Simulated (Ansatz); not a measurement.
Ansatz (a first-principles code) input (CCSD(T)/aug-cc-pVDZ):

Ansatz 0.2 input:
```yaml
crystal:
  periodic: [false, false, false]
  atoms:
    - {symbol: C, position_ang: [-2.72378028, -0.33935948, -0.31739054]}
    - {symbol: C, position_ang: [-1.26585241, -0.49221058, -0.73788584]}
    - {symbol: C, position_ang: [-0.36522548, 0.59070133, -0.10767951]}
    - {symbol: C, position_ang: [1.04534882, 0.47192152, -0.53733746]}
    - {symbol: C, position_ang: [2.09507718, 0.06303166, 0.33475433]}
    - {symbol: O, position_ang: [1.92864998, -0.21305796, 1.52481998]}
    - {symbol: H, position_ang: [-2.82746065, -0.40735749, 0.76752068]}
    - {symbol: H, position_ang: [-3.34457610, -1.11873084, -0.76235467]}
    - {symbol: H, position_ang: [-3.12465080, 0.62758430, -0.63007032]}
    - {symbol: H, position_ang: [-0.89217291, -1.47482338, -0.44019000]}
    - {symbol: H, position_ang: [-1.18451963, -0.44336704, -1.82757454]}
    - {symbol: H, position_ang: [-0.41812263, 0.52390354, 0.97959673]}
    - {symbol: H, position_ang: [-0.75309292, 1.57236856, -0.40561140]}
    - {symbol: H, position_ang: [1.29869697, 0.66435738, -1.57531221]}
    - {symbol: H, position_ang: [3.10329192, -0.00397828, -0.11132979]}
basis:
  gaussian:
    orbitals: aug-cc-pVDZ
magnetization: {spin_polarized: true, initial_magnetization: 1}
correlation: {method: ccsd_t, electrons: outside_noble_gas}
output: {forces: true}
```

Output:

```
Functional definition: HF
integrals: 2.16 GiB planned
2166 factors; integrals over basis functions are off by at most 8.2e-4 eV
1.02 GiB of device memory are held for the factors and their scratch space
mean field: 1.34 GiB planned
mean field evaluation 1: about -7325.8813 eV, gradient 3.3e1 eV
mean field evaluation 2: about -7325.8824 eV, gradient 3.3e1 eV
mean field evaluation 4: about -7331.6071 eV, gradient 5.1e0 eV
mean field evaluation 8: about -7331.9358 eV, gradient 6.2e-1 eV
mean field evaluation 16: about -7325.8779 eV, gradient 3.3e1 eV
mean field evaluation 32: about -7330.4230 eV, gradient 9.4e-2 eV
mean field -7331.96450931 eV, -269.4447259330 hartree, gradient 7.3e-6 eV, S^2 0.900097; 1 other end points of the search recorded, 0 dependent functions left out
determinant -7331.96450931 eV, -269.4447259330 hartree, with singles and doubles -7357.86918697 eV, -270.3967052781 hartree
determinant -7330.42268134 eV, -269.3880648001 hartree, with singles and doubles -7356.32290261 eV, -270.3398803761 hartree
6 core orbitals not correlated
reference -7331.96450931 eV, -269.4447259330 hartree; 18, 17 occupied and 195, 196 virtual orbitals, 2166 factors
densities: 19.76 GiB planned
second order -23.80688447 eV of doubles, -0.00000000 eV of singles
coupled cluster: 13.50 GiB planned
cycle   1  -25.82262869 eV  change   -9.1e-1 eV  update   3.5e-2
cycle   2  -25.86727138 eV  change   -4.5e-2 eV  update   8.3e-3
cycle   3  -25.87138880 eV  change   -4.1e-3 eV  update   4.6e-3
cycle   4  -25.87318880 eV  change   -1.8e-3 eV  update   1.6e-3
cycle   5  -25.87395185 eV  change   -7.6e-4 eV  update   8.5e-4
cycle   6  -25.87479930 eV  change   -8.5e-4 eV  update   4.7e-4
cycle   7  -25.87528534 eV  change   -4.9e-4 eV  update   2.5e-4
cycle   8  -25.87549381 eV  change   -2.1e-4 eV  update   1.2e-4
cycle   9  -25.87552203 eV  change   -2.8e-5 eV  update   6.1e-5
cycle  10  -25.87549648 eV  change    2.6e-5 eV  update   3.5e-5
cycle  11  -25.87548032 eV  change    1.6e-5 eV  update   2.5e-5
cycle  12  -25.87547352 eV  change    6.8e-6 eV  update   1.9e-5
cycle  13  -25.87547236 eV  change    1.2e-6 eV  update   1.4e-5
cycle  14  -25.87547417 eV  change   -1.8e-6 eV  update   9.0e-6
cycle  15  -25.87547571 eV  change   -1.5e-6 eV  update   4.5e-6
cycle  16  -25.87547713 eV  change   -1.4e-6 eV  update   2.1e-6
cycle  17  -25.87547739 eV  change   -2.6e-7 eV  update   9.6e-7
cycle  18  -25.87547805 eV  change   -6.6e-7 eV  update   5.3e-7
coupled cluster: 13.50 GiB planned
perturbative correction -0.91155850 eV, -0.0334991572 hartree
the calculation of the forces begins
0.78 GiB of device memory are held for the factors and their scratch space
Total energy: -7358.75154586 eV, -270.4291313695 hartree
Atom 0 at    -2.723780    -0.339359    -0.317391 Å, force     0.065351    -0.000987    -0.011630 eV/Å
Atom 1 at    -1.265852    -0.492211    -0.737886 Å, force     0.066619     0.108132     0.086185 eV/Å
Atom 2 at    -0.365225     0.590701    -0.107680 Å, force    -0.352044    -0.047773    -0.003707 eV/Å
Atom 3 at     1.045349     0.471922    -0.537337 Å, force    -0.234770     0.130520    -0.381837 eV/Å
Atom 4 at     2.095077     0.063032     0.334754 Å, force     0.579344    -0.012479    -0.386246 eV/Å
Atom 5 at     1.928650    -0.213058     1.524820 Å, force    -0.167908    -0.265191     1.145635 eV/Å
Atom 6 at    -2.827461    -0.407357     0.767521 Å, force    -0.030904    -0.035433     0.486069 eV/Å
Atom 7 at    -3.344576    -1.118731    -0.762355 Å, force    -0.273158    -0.344709    -0.199906 eV/Å
Atom 8 at    -3.124651     0.627584    -0.630070 Å, force    -0.164350     0.434193    -0.149808 eV/Å
Atom 9 at    -0.892173    -1.474823    -0.440190 Å, force     0.169735    -0.447672     0.146703 eV/Å
Atom 10 at    -1.184520    -0.443367    -1.827575 Å, force     0.036848     0.038566    -0.485722 eV/Å
Atom 11 at    -0.418123     0.523904     0.979597 Å, force    -0.029349    -0.034492     0.495759 eV/Å
Atom 12 at    -0.753093     1.572369    -0.405611 Å, force    -0.156097     0.411064    -0.119642 eV/Å
Atom 13 at     1.298697     0.664357    -1.575312 Å, force     0.138664     0.091892    -0.482147 eV/Å
Atom 14 at     3.103292    -0.003978    -0.111330 Å, force     0.352019    -0.025630    -0.139705 eV/Å
Dipole moment:    -0.216005     0.137234    -0.577212 e Å
```

It need not be the lowest isomer of its formula.

The determinant is spin-contaminated: <S^2> is 0.90 against 0.75 for a pure state.
